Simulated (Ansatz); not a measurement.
System: SiH, charge 1, multiplicity 1. 
Structure (B3LYP-D3(BJ)/def2-TZVP (Ansatz, a program for electronic structure) minimum search):
```
Si
H 1 1.5149
```
Charge +1, spin multiplicity 1.

Basis-set convergence of Hartree-Fock and CCSD correlation energies (hartree) with Ansatz. Valence correlation only, unless marked. No spin-orbit coupling. Non-relativistic.

The Hartree-Fock reference is unstable (checked in the largest basis), which strains HF and MP2. 

```tsv
basis	functions	E(HF)	E(corr, CCSD)
cc-pV(D+d)Z	28	-289.15662	-0.08254
cc-pV(T+d)Z	53	-289.16477	-0.09229
cc-pV(Q+d)Z	94	-289.16720	-0.09521
cc-pV(5+d)Z	155	-289.16769	-0.09611
```

Extrapolating the two largest sets (X = 4 and 5) as X^-3: E(corr) = (125·(-0.09611) - 64·(-0.09521))/61 = -0.0971 Eh, an estimate of the basis-set limit. The largest set recovers 99.0 % of it, the smallest 85.0 %.
